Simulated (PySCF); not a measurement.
Species: C₂H₈AlFS.
Geometry (PBE0-D3(BJ)/def2-SVP, Å), atoms numbered from 1 in this order:
```
atom  x, y, z in Å
C1    -0.9360   -1.3031   -0.4723
S2    -0.4190   -0.2922    0.9362
C3    -0.9213    1.3476    0.3629
Al4    1.9552   -0.1003    0.2694
F5     1.5459    0.3992   -1.3076
H6    -2.0310   -1.2892   -0.5566
H7    -0.4535   -0.9225   -1.3831
H8    -0.5940   -2.3272   -0.2702
H9    -2.0164    1.3961    0.2918
H10   -0.5675    2.0686    1.1119
H11   -0.4424    1.5520   -0.6048
H12    2.4321   -1.6161    0.3797
H13    2.4544    1.0699    1.2283
```

Method used: PySCF, PBE0-D3(BJ)/def2-SVP geometry optimisation, gas phase.

(1) Which atoms are bound to Al4, and at what distances?

(2) List the angles at Al4.

(3) Describe the arrangement about Al4 in numbers.

(4) What are the other bond lengths?

(5) Give some angles away from the centre.

(6) What are the rotational constants (commonest isotopes, rigid rotor)?

## Answers

(1) 4 atoms: H12 1.593 Å, H13 1.593 Å, F5 1.704 Å, S2 2.474 Å. The nearest atom not counted as bound is H7, at 3.03 Å (others tie with it).

(2) 
```tsv
angle	degrees	distance of the outer atoms (Å)
H12–Al4–H13	124.3	2.82
F5–Al4–H13	114.6	2.78
F5–Al4–H12	114.5	2.77
S2–Al4–H13	101.3	3.19
S2–Al4–H12	101.2	3.19
S2–Al4–F5	92.4	3.06
```

(3) Angles from 92.4° to 124.3°; τ4 = (360° − α − β)/141° = 0.86 with α and β the two widest (0 for a square, 1 for a tetrahedron).

(4) C1–S2, S2–C3 1.809 Å; C1–H6 and 5 like bonds 1.098 Å.

(5) C1–S2–C3 100.4°, C1–S2–Al4 96.2°.

(6) A = 3935, B = 2030, C = 1963 MHz: a near-prolate asymmetric top.

Point group: Cs (every atom within 0.08 Å of its image). Charge 0, singlet. Whether it is a minimum is left open (no frequencies).

The run took 40 s on one thread of an Arm Neoverse V2, on a shared host, and the process peaked at 0.52 GiB of memory. This is the geometry optimisation.

One conformer stands for the species.
